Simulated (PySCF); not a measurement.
Input of a run (PBE0-D3(BJ)/def2-SVP geometry optimisation, gas phase (PySCF 2.14.0)), started from a GFN2-xTB structure with every atom displaced at random (by about 0.01 Å):
```
{"job": {"xc": "PBE0", "basis": "def2-SVP", "d3": "d3bj", "grid": 1, "shake": 0.01, "kind": "geom"}, "charge": 0, "multiplicity": 1}
C      2.742020     0.633160    -0.263750
C      1.430590     0.069500     0.050750
C      0.361800    -0.428480     0.320370
C     -0.870190    -1.004420     0.641010
Ge    -2.402310     0.115510    -0.009090
H      3.279550     0.857300     0.643420
H      2.590320     1.596920    -0.800730
H      3.310930    -0.015420    -0.903070
H     -0.980870    -1.991430     0.205070
H     -0.994330    -1.137200     1.737330
H     -3.723880    -0.511180     0.354700
H     -2.359050     1.483520     0.625470
H     -2.378770     0.315340    -1.490400
```

Output (energies in Eh, forces in Eh/bohr):
```
step   0  E = -2233.34360625  max force = 0.041231
step   1  E = -2233.34904438  max force = 0.009668
step   2  E = -2233.34941600  max force = 0.003307
step   3  E = -2233.34944838  max force = 0.000751
step   4  E = -2233.34945550  max force = 0.000409
optimisation converged
```

Question: Summarise the run.

Answer: The energy falls by 3.7 kcal/mol over 5 energy and gradient evaluations, the largest force component goes from 0.0412 to 4.1e-04 Eh/bohr, and the atoms move by 0.077 Å rms after alignment. The bond that changes most is C3–C4 (alkyne carbon to sp3 carbon bound to germanium), which lengthens by 0.052 Å. Bonds longer at the end by more than 0.005 Å: 7 of 12; shorter: 4. Among the angles that change most is H6–C1–H8, from 111.2° to 107.6°. The energy never rose by more than 1e-6 Eh on the way. The first step brought 93 % of the lowering.

Question: What are the final bond lengths?

Answer: C1–C2 1.454 Å, C2≡C3 1.214 Å, C3–C4 1.449 Å, C4–Ge5 1.975 Å, C1–H6 1.101 Å, C1–H7 1.102 Å, C1–H8 1.101 Å, C4–H9 1.103 Å, C4–H10 1.103 Å, Ge5–H11 1.542 Å, Ge5–H12 1.538 Å, Ge5–H13 1.538 Å. Numbering counts from 1 in the input's order; the species is `[GeH3][CH2]C#CC`.

The run used 128 basis functions and 32 SCF cycles in all. Time: 35 s wall; peak memory 0.53 GiB. Hardware: one thread, Arm Neoverse V1 (aarch64), on a shared host.

PBE0-D3(BJ)/def2-SVP frequencies: not computed here.
